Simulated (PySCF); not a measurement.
C4H8BN, SMILES `B/C=C(\N)C=C`, neutral singlet in the gas phase. 

Cartesian coordinates (Å):
```xyz
14

B      1.2291    -1.0993     1.9520
C      1.1565    -0.2646     0.7081
C      0.0101    -0.0198    -0.0158
N     -1.2170    -0.4309     0.3708
C      0.0858     0.7673    -1.2495
C     -0.9465     1.3049    -1.8934
H      2.2568    -1.2443     2.5492
H      0.2568    -1.6674     2.3862
H      2.0477     0.2029     0.2993
H     -1.2650    -1.0375     1.1728
H     -1.9394    -0.5292    -0.3190
H      1.0915     0.9148    -1.6278
H     -1.9660     1.2263    -1.5317
H     -0.8004     1.8769    -2.8012
```
Charge 0, spin multiplicity 1.

All levels are single points at this geometry (PBE0-D4/def2-TZVP); Pople sets use spherical d functions. Orbital energies aren't observables, and empty levels follow the basis.

B3LYP/3-21G in PySCF gives gap (eV) = 4.21.

Estimate the gap (eV) from each of these levels: PBE-D3(BJ)/def2-TZVP in PySCF; PBE0-D4/def2-TZVP in PySCF; B3LYP/6-31G* in PySCF; SVWN5/6-31G* in PySCF; HF/STO-3G in PySCF.


```
level                          gap (eV)
-----------------------------  --------
PBE-D3(BJ)/def2-TZVP in PySCF      2.73
PBE0-D4/def2-TZVP in PySCF         4.53
B3LYP/6-31G* in PySCF              4.24
SVWN5/6-31G* in PySCF              2.72
HF/STO-3G in PySCF                11.60
```
